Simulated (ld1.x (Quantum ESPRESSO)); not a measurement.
**Transferability test, PAW potential for arsenic**

ld1.x (Quantum ESPRESSO) 7.5 input, shortened:

```
&input
   title='As', zed=33., rel=1, dft='BP', iswitch=3,
   config='[Ar] 3d10 4s2 4p3'
 /
 &inputp
   pseudotype=3, lpaw=.true., tm=.true., lloc=-1, rcloc=1.90,
   nlcc=.true.,
   which_augfun='PSQ', rmatch_augfun_nc=.true.
 /
4
4S  1  0   2.00   0.00  1.45  1.60  0.0
4S  1  0   0.00  -0.25  1.45  1.60  0.0
4P  2  1   3.00   0.00  1.65  2.00  0.0
4P  2  1   0.00   1.40  1.65  2.00  0.0
 &test
   configts(1)='4s2 4p3'
 /
```

Energies are relative to the spin-unpolarised reference configuration 4s2 4p3; without spin polarisation the order of configurations can differ from experiment.

```csv
valence configuration,charge,ΔE all-electron (eV),error AE − PS (meV)
4s2 4p2,+1,9.281,-5.1
4s2 4p1,+2,27.357,-37
4s2 4p0,+3,55.238,-144
4s2 4p2.5,+0.5,3.618,-1.1
4s1 4p4,0,9.441,-7.9
4s2 4p3.3,-0.3,-1.270,+0.1
```

(1) What are ΔE and the potential's error for 4s1 4p3?

Levels in the configuration 4s2 4p0:

```tsv
level	all-electron (eV)	pseudo (eV)
4s	-44.658	-44.884
```

Results:

(1) ΔE = 19.409 eV all-electron; the error (AE − PS) is -23 meV.
